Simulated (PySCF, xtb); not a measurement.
Sn(F)2(Cl)(Me) (CH3ClF2Sn), SMILES [F][Sn]([F])([Cl])[CH3].

GFN2-xTB (xtb) at its own geometry gives an orbital gap of 3.32 eV and a dipole moment of 5.96 D.

The structure is a stationary point at B3LYP-D3(BJ)/def2-SVP. The structure was generated by enumeration; whether it is a known compound was not checked. The def2 effective core potentials stand for the cores of Sn; spin–orbit coupling is left out.

Task: What does PBE/def2-TZVP (PySCF) give? (The exact figures need the calculation; the answer reports its results.)

Result: gap 4.86 eV (levels -8.05 and -3.18 eV), dipole 4.23 D.
